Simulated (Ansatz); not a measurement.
Cost and result for the atomization energy of `[CH3][Al][Br]` radical (6 atoms, 5 bonds).

Total charge 0; spin multiplicity 2. Correlated methods include outer-core shells of Br, which these sets cover unevenly. Scalar relativity is left out up to krypton. The geometry is a stationary point of PBE0-D4/def2-TZVP. Program: Ansatz. All runs use 2 threads of a server CPU on a shared host. Times are those of one run each, without the atoms' runs, and a repeat can differ threefold. Electronic energies, without spin–orbit coupling; frozen cores. CCSD(T)/CBS adds CCSD(T) − MP2 in def2-TZVPP to the MP2 limit, and its time is that of the two runs behind it. T1 = 0.010; ⟨S²⟩ of the reference is 0.76. With those shells the extrapolation isn't a true limit.

CCSD(T)/CBS is a level of theory with its own doubt, some kJ/mol a heavy atom from the limit and from the frozen cores, so smaller differences don't rank the functionals.

```csv
level,functions,wall time
LDA (SPW92)/def2-TZVPP,163,1.6 s
BLYP-D4/def2-TZVPP,163,3.3 s
PBE-D4/def2-TZVPP (with forces),163,3.7 s
BHLYP-D4/def2-TZVPP,163,4.9 s
CAM-B3LYP-D4/def2-TZVPP,163,6 s
CCSD(T)/def2-SVP,79,8 s
PBE-QIDH/def2-TZVPP,163,8.5 s
ωB97X-V/def2-TZVPP,163,15 s
B97M-V/def2-TZVPP,163,17 s
ωB97M-V/def2-TZVPP (with forces),163,21 s
MP2/def2-QZVPP,306,22 s
CCSD(T)/def2-TZVPP,163,2.7 min
CCSD(T)/CBS(def2),–,3.1 min
```

Problem. What atomization energy does each give, and how far from CCSD(T)/CBS? (Estimate.)

Solution. The calculation gave: 
```
                           level  atomization (kJ/mol)  difference from CCSD(T)/CBS  per bond
          LDA (SPW92)/def2-TZVPP                2133.1                        230.2      46.0
              BLYP-D4/def2-TZVPP                1877.7                        -25.2      -5.1
 PBE-D4/def2-TZVPP (with forces)                1925.0                         22.1       4.4
             BHLYP-D4/def2-TZVPP                1858.7                        -44.2      -8.8
         CAM-B3LYP-D4/def2-TZVPP                1895.0                         -7.9      -1.6
                CCSD(T)/def2-SVP                1798.9                       -104.0     -20.8
             PBE-QIDH/def2-TZVPP                1901.0                         -1.9      -0.4
              ωB97X-V/def2-TZVPP                1896.6                         -6.3      -1.3
               B97M-V/def2-TZVPP                1908.5                          5.6       1.1
ωB97M-V/def2-TZVPP (with forces)                1891.9                        -11.0      -2.2
                  MP2/def2-QZVPP                1914.2                         11.3       2.3
              CCSD(T)/def2-TZVPP                1851.9                        -51.0     -10.2
               CCSD(T)/CBS(def2)                1902.9                          0.0       0.0
```

At CCSD(T), def2-SVP lies −104.0 kJ/mol from the extrapolated value and def2-TZVPP −51.0 kJ/mol: correlation converges slowly with the basis, and small sets miss more of it in the bonded molecule than in its fragments. From PBE to PBE0 (25 % exact exchange), in def2-TZVPP and without D4, the atomization energy moves by −14.7 kJ/mol: exact exchange takes away binding that semilocal exchange gives to molecules. The D4 term adds +18.1 kJ/mol with B3LYP and +9.4 kJ/mol with PBE0; it sums over pairs of atoms, weighted by their polarisabilities, and B3LYP, whose exchange is more repulsive, gets the larger term.

B3LYP here is the variant with VWN-RPA as its local correlation; programs differ in this.
